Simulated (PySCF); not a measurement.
H₄S₄Sn, SMILES [Sn]([SH])([SH])([SH])[SH]. Atoms are numbered in the order given.

```xyz
9

S     -0.7516     1.9673    -1.2023
Sn    -0.0068    -0.0119     0.0181
S     -1.1003    -0.2241     2.1769
S     -0.5112    -1.8958    -1.4420
S      2.3675     0.1079     0.5419
H      0.2477     2.7195    -0.6829
H     -2.2566     0.2982     1.7024
H     -0.4148    -1.1160    -2.5458
H      2.6941    -0.5924    -0.5703
```
Charge 0, spin multiplicity 1.

Geometry optimised at B3LYP-D3(BJ)/def2-SVP. The structure was generated by enumeration; whether it is a known compound was not checked. The def2 effective core potentials stand for the cores of Sn; spin–orbit coupling is left out. One conformer was computed; it need not be the lowest.

These are r2SCAN/def2-TZVP (PySCF) values and carry that method's errors.

```
Quantity                                                                                                          Result
---------------------------------------------------------------------------------------------  -------------------------
total energy                                                                                         -1809.62135 hartree
highest occupied level                                                                                          -6.74 eV
lowest empty level                                                                                              -3.08 eV
orbital gap                                                                                                      3.65 eV
dipole moment                                                                                                     1.30 D
quadrupole, principal values (traceless, Buckingham form, about the centre of nuclear charge)     -4.54, -1.96, 6.51 D·Å
mean static polarisability                                                                        123.7 bohr³ (18.33 Å³)
polarisability, principal values                                                               121.0, 122.9, 127.1 bohr³
```
